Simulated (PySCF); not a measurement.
C3H7NSi.

```xyz
12

C     -0.2318     2.1940     0.0000
C      0.0403     0.7272     0.0000
N      1.2286     0.2196     0.0000
C      1.0161    -1.2589     0.0000
Si    -0.8724    -0.9387     0.0000
H      0.7152     2.7552     0.0000
H     -0.8240     2.4802    -0.8854
H     -0.8240     2.4802     0.8854
H      1.4684    -1.7278     0.8892
H      1.4684    -1.7278    -0.8892
H     -1.6690    -1.3144     1.2084
H     -1.6690    -1.3144    -1.2084
```
Charge 0, spin multiplicity 1.

Coordinates come from a B3LYP-D3(BJ)/def2-SVP optimisation. The structure was generated by enumeration, and PubChem lists no compound with its InChIKey, so it may never have been made.

Calculation: KT2/pcSseg-1 (PySCF). Non-relativistic, no solvent.

Computed absolute GIAO shielding of each atom: isotropic value and principal components (ppm):
```tsv
atom	σ(iso)	σ11	σ22	σ33	span
C1	154.8	137.4	141.6	185.4	48.0
C2	0.7	-88.4	-22.8	113.3	201.7
N3	-210.3	-617.5	-104.7	91.4	708.9
C4	142.4	106.9	141.5	178.9	72.0
Si5	369.3	254.0	357.6	496.2	242.2
H6	29.2	26.9	27.2	33.4	6.4
H7	29.1	26.4	27.9	33.1	6.7
H8	29.1	26.4	27.9	33.1	6.7
H9	27.8	25.7	27.5	30.1	4.4
H10	27.8	25.7	27.5	30.1	4.4
H11	24.8	21.4	24.7	28.3	6.9
H12	24.8	21.4	24.7	28.3	6.9
```
